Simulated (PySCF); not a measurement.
Ar⁺ (argon, charge +1) across methods

[Ne] 3s1 3p6, 2S determinant (an excited configuration). Computed with PySCF 2.14 in aug-cc-pwCVDZ (6s5p3d, 36 functions), with the non-relativistic Hamiltonian (point nucleus).

```
 method  E (hartree)  mean ε 3s α (eV)  mean ε 3p α (eV)  mean ε 3p β (eV)  Σ⟨r²⟩ (bohr²)   ⟨S²⟩
   PBE0    -526.2230           -40.981           -25.219           -23.418          20.69  0.752
 revPBE    -526.3303           -37.737           -23.224           -22.053          20.66  0.751
    PBE    -526.2175           -37.733           -23.247           -22.097          20.68  0.751
  M06-L    -526.3706           -39.325           -23.877           -22.238          20.60  0.753
    UHF   -525.58332           -49.793           -30.216           -26.063          21.02  0.760
 r2SCAN    -526.3515           -39.114           -23.892           -22.361          20.70  0.753
    LDA    -524.8153           -37.611           -23.284           -22.231          20.70  0.751
LC-wPBE    -526.2520           -43.834           -28.133           -26.477          20.59  0.751
r2SCAN0    -526.3264           -41.893           -25.652           -23.571          20.73  0.754
```
